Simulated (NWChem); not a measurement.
System: CdSiH₃OCl; SMILES [SiH3][O][Cd][Cl]

Here is an NWChem input.

```
start job
memory heap 200 mb stack 900 mb global 1100 mb
geometry units angstroms noautosym nocenter noautoz
  Cd     0.418599    -0.474688     0.011577
  Cl    -0.139681    -2.673990    -0.015543
  O      0.988572     1.395924     0.037510
  Si     0.262389     2.873912    -0.009778
  H     -0.548812     3.062110    -1.259345
  H      1.308963     3.940010     0.034994
  H     -0.669776     3.079569     1.149309
end
basis spherical
  * library def2-svpd
end
ecp
  Cd library def2-ecp
end
dft
  xc xcamb88 1.00 lyp 0.81 vwn_5 0.19 hfexch 1.00
  cam 0.33 cam_alpha 0.19 cam_beta 0.46
  iterations 150
end
property
  response 1 0.0
end
task dft property
```

The geometry was optimised at PBE0/def2-SVP. No frequency run checked for a minimum. def2 effective core potentials on Cd; no spin-orbit coupling.

Static field.

**Question.** Predict the main results of this run. (CAM-B3LYP/def2-SVPD with def2 effective core potentials on Cd.) Quantities: isotropic polarisability (bohr³); anisotropy (bohr³).

**Answer.** 
```yaml
isotropic polarisability (bohr³): 72.3
anisotropy (bohr³): 40.1
```
